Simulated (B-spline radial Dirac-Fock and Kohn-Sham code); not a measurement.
## Successive ionisation energies of gadolinium: Dirac-Fock against NIST

The computed values come from a radial atomic solver: Dirac-Fock (average of configuration) total-energy differences with a finite nucleus, the Breit interaction including its frequency dependence, and self-energy and vacuum-polarisation corrections. Each value is the difference of the configuration-average energies of two neighbouring ions in their tabulated ground configurations. Correlation energy is missing from these numbers. NIST's values refer to the lowest levels; many for high charge states are themselves semi-empirical or theoretical. Where a p, d or f shell is open in either ion the computed value averages over both j values and all terms, while the table refers to the lowest levels; that difference holds spin-orbit splitting (largest in heavy or highly charged ions), term energies where several electrons share open shells, and correlation, and it can reach 10 % or more.

```
  ion          configuration  computed (eV)    NIST (eV)         kind  NIST − computed (eV)
 Gd⁸⁺  [Kr] 4d10 4f6 5s2 5p2          132.9      144 ± 7  theoretical                +11.09
 Gd⁹⁺  [Kr] 4d10 4f5 5s2 5p2          154.5      165 ± 8  theoretical                +10.46
Gd¹⁰⁺  [Kr] 4d10 4f5 5s2 5p1          171.7      183 ± 9  theoretical                +11.28
Gd¹¹⁺      [Kr] 4d10 4f5 5s2          201.3     213 ± 11  theoretical                +11.72
Gd¹²⁺      [Kr] 4d10 4f4 5s2          248.9     246 ± 12  theoretical                 -2.88
Gd¹³⁺          [Kr] 4d10 4f5          245.9     268 ± 14  theoretical                +22.05
Gd¹⁴⁺      [Kr] 4d10 4f2 5s2          279.6     288 ± 15  theoretical                 +8.37
Gd¹⁵⁺          [Kr] 4d10 4f3          311.8     319 ± 16  theoretical                 +7.20
Gd¹⁶⁺          [Kr] 4d10 4f2          346.2     352 ± 17  theoretical                 +5.76
Gd¹⁷⁺          [Kr] 4d10 4f1          382.0  384.4 ± 2.5  theoretical                 +2.44
Gd¹⁸⁺              [Kr] 4d10          567.9      565 ± 3  theoretical                 -2.86
Gd¹⁹⁺               [Kr] 4d9          605.6      601 ± 4  theoretical                 -4.64
Gd²⁰⁺               [Kr] 4d8          644.1      639 ± 4  theoretical                 -5.09
Gd²¹⁺               [Kr] 4d7          683.2      680 ± 4  theoretical                 -3.21
Gd²²⁺               [Kr] 4d6          723.0      719 ± 4  theoretical                 -3.99
```

Question: Where in this range is the largest relative jump, and why?

Answer: From Gd¹⁷⁺ (382.0 eV) to Gd¹⁸⁺ (567.9 eV), a factor of 1.49. The configuration goes from [Kr] 4d10 4f1 to [Kr] 4d10, so the next electron comes out of a deeper subshell.
